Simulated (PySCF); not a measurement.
Electronic structure of Cl⁻ (chlorine, charge -1) at the LDA level

Configuration: [Ar], closed-shell 1S. All numbers are calculated (PySCF 2.14, no relativity, point nucleus, in aug-cc-pV(Q+d)Z with one added diffuse shell each of s, p, d, f, g type (8s7p6d4f3g, 114 functions)).

| Quantity | Value |
| --- | --- |
| Total energy | -458.8068 hartree |
| One-electron energy | -640.7456 hartree |
| Hartree (Coulomb) energy | 208.8359 hartree |
| Exchange-correlation energy | -26.8970 hartree |
| Kinetic energy | 458.46474 hartree |
| ⟨S²⟩ | 0.0000 |
| ⟨L²⟩ | 0.000 |
| Sum of ⟨r⟩ | 19.09 bohr |
| Sum of ⟨r²⟩ | 40.40 bohr² |
| Density at the nucleus (Gaussians lack the cusp) | 3180 bohr⁻³ |
| Langevin diamagnetic susceptibility | -32.0 ×10⁻⁶ cm³/mol |

```tsv
shell	electrons	mean orbital energy (hartree)	rms radius, mean of both spins (bohr)
1s	2	-100.02786	0.106
2s	2	-8.82975	0.488
2p	6	-6.68462	0.456
3s	2	-0.41251	1.71
3p	6	0.00349	2.34
```

At LDA the highest occupied level has a positive energy, so only the finite basis holds that electron; in a semilocal or global hybrid functional this comes from self-interaction and does not mean that the real anion is unbound.
